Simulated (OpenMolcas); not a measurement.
Zr2+.

```json
{
 "Program": "OpenMolcas 26.06",
 "Basis": "ANO-RCC-VTZP [7s6p4d2f1g]",
 "Scalar Hamiltonian": "DKH2, point nucleus",
 "Active space": "2 electrons in 10 orbitals (4d 5d)",
 "State averaging": "2S+1 = 3 even, 10 roots; 2S+1 = 1 even, 15 roots",
 "Spin-orbit coupling": "state interaction with AMFI integrals over the reference wave functions, term energies averaged over their components"
}
```

Two sets of levels on these reference wave functions, in cm-1 above 4d2 3F2: one from CASSCF and one from SS-CASPT2, IPEA 0.25 Eh, imaginary shift 0.1 Eh (closed shells correlated: 4s 4p).

```json
{"Level": "4d2 3F2", "Set 1": "0.0", "Set 2": "0.0"}
{"Level": "4d2 3F3", "Set 1": "695", "Set 2": "672"}
{"Level": "4d2 3F4", "Set 1": "1515", "Set 2": "1494"}
{"Level": "4d2 1D2", "Set 1": "6000", "Set 2": "8960"}
{"Level": "4d2 3P0", "Set 1": "8510", "Set 2": "10060"}
{"Level": "4d2 3P1", "Set 1": "8780", "Set 2": "10300"}
{"Level": "4d2 3P2", "Set 1": "9300", "Set 2": "10910"}
{"Level": "4d2 1G4", "Set 1": "11800", "Set 2": "13530"}
{"Level": "4d2 1S0", "Set 1": "24240", "Set 2": "31670"}
```

Problem. Which set is which?

Solution. Set 1 is SS-CASPT2. Its levels of the other terms of 4d2 lie at 0.67 to 0.87 of the other set's values, as expected, since terms of lower spin or lower L gain more correlation energy than the Hund ground term. Against 8 measured levels (Moore, Atomic Energy Levels, vol. II, NSRDS-NBS 35 (1971 reprint of NBS Circular 467, 1952); NIST levels as listed in Rynkun, Gaigalas and Jonsson, Astron. Astrophys. 637, A10 (2020)) the mean absolute deviation is 330 cm-1 with it and 2400 cm-1 without; single levels miss by up to 750 cm-1 with it.

Term energies are means over components that CASPT2 splits; among the terms shown or strongly mixed into the levels shown the widest spread is 490 cm-1 (4d2 3F, SS-CASPT2). Active for correlation alone: 5d; no level in the range computed is led by a configuration that fills it, so any true level of that kind is missing. Without dynamic correlation excited terms often stand tens of per cent too high (terms of higher spin than the ground term too low), and those without a measured partner can miss by more than the paired ones (holds for CASSCF). Some levels mix across a computed gap that differs much from the measured one, so their mixing is not that of the real levels (holds for CASSCF). Computed and measured levels are paired by configuration, term and J; levels that our copy of the source lacks, or whose pairing is in doubt (as where it misses far off the trend of its configuration), stay unpaired and out of the deviations. Levels of configurations outside the active space are missing.
